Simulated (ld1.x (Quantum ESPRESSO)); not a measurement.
**An all-electron radial function and its pseudo partner (Au (Z = 79))**

Columns: radius, all-electron u(r) and pseudo u(r) of the 5p shell (level -59.70 eV) of gold in the configuration [Kr] 4d10 4f14 5s2 5p6 5d10 6s1 6p0; revPBE, scalar-relativistic, RRKJ scheme, ld1.x (Quantum ESPRESSO) 7.5.

```
r (bohr)  all-electron   pseudo
   0.085       -0.1384  -0.0209
   0.170       -0.2957  -0.0819
   0.255        0.3323  -0.1783
   0.340        0.6108  -0.3024
   0.425        0.4274  -0.4445
   0.510        0.0263  -0.5933
   0.595       -0.3923  -0.7372
   0.680       -0.7306  -0.8650
   0.765       -0.9607  -0.9674
   0.850       -1.0888  -1.0375
   0.935       -1.1348  -1.0718
   1.020       -1.1207  -1.0700
   1.105       -1.0666  -1.0354
   1.190       -0.9884  -0.9742
   1.275       -0.8982  -0.8944
   1.360       -0.8040  -0.8045
   1.445       -0.7115  -0.7124
   1.530       -0.6240  -0.6242
   1.615       -0.5433  -0.5433
   1.700       -0.4704  -0.4704
   1.785       -0.4053  -0.4053
   1.870       -0.3480  -0.3480
   1.955       -0.2978  -0.2978
   2.040       -0.2542  -0.2542
   2.125       -0.2164  -0.2164
   2.210       -0.1839  -0.1839
```

How many radial nodes do the two functions have?

The all-electron 5p function has n − l − 1 = 3 (the table is too coarse to show those close to the nucleus); the pseudo-wave has 0, since the states of the same l below it are removed with the core.

At about which radius was the pseudo-wave matched?

1.60 bohr, where the columns begin to agree (steps of 0.09 bohr).

Is the pseudo-wave norm-conserving?

Yes: the RRKJ scheme keeps the norm inside the radius equal to the all-electron one, which fixes the energy derivative of the logarithmic derivative at the level.
